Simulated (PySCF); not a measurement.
C₂H₅Cl₂In, SMILES [Cl][In]([Cl])[CH2]C.

The structure is a stationary point at PBE-D3(BJ)/def2-SVP. The structure was generated by enumeration; whether it is a known compound was not checked. The def2 effective core potentials stand for the cores of In; spin–orbit coupling is left out. The values are those of a single conformer.

Two levels are set side by side: PBE/def2-TZVP (PySCF) and CAM-B3LYP/def2-TZVP (PySCF). Same geometry, gas phase. Differences are taken from unrounded values.

| quantity | CAM-B3LYP | PBE | PBE minus CAM-B3LYP |
|---|---|---|---|
| orbital gap (eV) | 8.47 | 4.23 | -4.24 |
| highest occupied level (eV) | -9.44 | -6.98 | 2.46 |
| lowest empty level (eV) | -0.97 | -2.75 | -1.78 |
| dipole moment (D) | 4.34 | 4.28 | -0.05 |
| mean polarisability (bohr³) | 86.7 | 91.6 | 5.0 |

Without exact exchange PBE keeps part of each electron's self-repulsion, which lifts occupied levels and narrows the gap. Loosely held outer electrons make PBE densities more polarisable. Differences between two approximate levels are no errors against the true value.

Rough cost on one machine, each run with all the roots and properties that it gave: CAM-B3LYP against PBE within a factor of 2.
